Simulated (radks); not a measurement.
Q: Excited configurations of Re III: one electron is placed in a higher orbital outside [Xe] 4f14 5d4. The ground configuration is [Xe] 4f14 5d5. Calculated with a radial shooting solver on a logarithmic mesh with Libxc functionals: Dirac Kohn-Sham, PBE, spin-unpolarised, spherical densities, finite nucleus; open shells are shared between the two j in proportion to 2j + 1; Fermi nuclear charge, rms radius 5.3698 fm. Excitation = E - E(ground); binding = E(ion) - E, where the ion is the core of charge +3; n* = 3/sqrt(2 binding) in atomic units, and the quantum defect is n - n*. Eigenvalue and <r> are those of j = l + 1/2.

outer orbital  excitation (eV)  binding (eV)     n*  quantum defect  eigenvalue (eV)  <r> (bohr)
6d                      16.327        10.793  3.368           2.632           -8.786       4.939
6f                      21.579         5.541  4.701           1.299           -4.548       9.257
7s                      15.443        11.677  3.238           3.762           -9.993       5.434
7p                      17.684         9.436  3.602           3.398           -7.905       6.508

Estimate the row for 5f.

A: excitation (eV) 18.907; binding (eV) 8.213; n* 3.861; quantum defect 1.139; eigenvalue (eV) -6.355; <r> (bohr) 5.330. The Delta-SCF ionisation energy is 27.120 eV (NIST Atomic Spectra Database: 27 eV, theoretical). Self-interaction in the functional shifts the binding energies and quantum defects, so they are the method's values and not measured ones. Spin polarisation and multiplet splitting are left out, so open shells lie too high by an amount that depends on their filling. Sharing an open shell by 2j + 1 raises it above the true ground level by a part of the spin-orbit splitting, which enters the differences from NIST.

Beside tabulated values, note that spin-unpolarised runs miss the spin-polarisation part of the exchange energy of open shells.
